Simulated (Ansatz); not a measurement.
Z-matrix (Å, degrees):
```
B
N 1 1.599
F 1 1.362 2 111.6
N 1 1.599 2 92.1 3 114.2
F 1 1.362 2 111.6 3 -131.5
B 2 1.599 1 87.9 3 -114.1
H 2 1.013 1 114.5 3 2.0
H 2 1.013 1 114.5 3 129.8
H 4 1.013 1 114.5 2 -116.2
H 4 1.013 1 114.5 2 116.0
F 6 1.362 2 111.6 1 -114.4
F 6 1.362 2 111.6 1 114.1
```

The species carries charge 0 and has multiplicity 1.

Q: List the B3LYP/def2-TZVPP orbital energies in eV (Ansatz 0.2.0). (An estimate is asked.)

A: Computed: Occupied: -671.14, -671.14, -671.14, -671.14, -390.82, -390.82, -186.48, -186.48, -32.86, -32.78, -32.09, -32.06, -26.04, -24.74, -16.79, -15.75, -15.55, -14.81, -14.63, -13.90, -13.74, -13.20, -13.01, -12.97, -11.66, -11.35, -11.14, -10.87, -10.85, -10.73, -10.21, -9.50. Lowest empty: 0.05, 0.83, 1.32, 2.09, 2.11, 2.55, 2.72, 3.01.

B3LYP here is the variant with VWN-RPA as its local correlation; programs differ in this.
